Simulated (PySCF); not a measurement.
Ge(H)2(Br)(Me) (CH5BrGe), SMILES [CH3][GeH2][Br]. Atoms are numbered in the order given.

```xyz
8

Ge     0.4469    -0.8722     0.0000
C     -1.1866    -1.9211     0.0000
Br    -0.1502     1.3715     0.0000
H      1.2910    -1.0974    -1.2654
H      1.2910    -1.0974     1.2654
H     -1.7814    -1.6884     0.8940
H     -0.9430    -2.9944     0.0000
H     -1.7814    -1.6884    -0.8940
```

Geometry optimised at PBE0-D3(BJ)/def2-SVP.

Method: PBE/def2-TZVPD run with PySCF.

Symmetry labels are those of the subgroup Cs that the program uses (full group Cs).

Computed valence orbital energies around the gap with their symmetry:
```tsv
orbital	symmetry	energy (eV)
HOMO−7	A'	-13.35
HOMO−6	A"	-10.41
HOMO−5	A'	-10.39
HOMO−4	A"	-8.67
HOMO−3	A'	-8.55
HOMO−2	A'	-8.42
HOMO−1	A"	-6.83
HOMO	A'	-6.82
LUMO	A'	-1.32
LUMO+1	A'	-0.47
LUMO+2	A'	-0.25
LUMO+3	A"	0.58
```
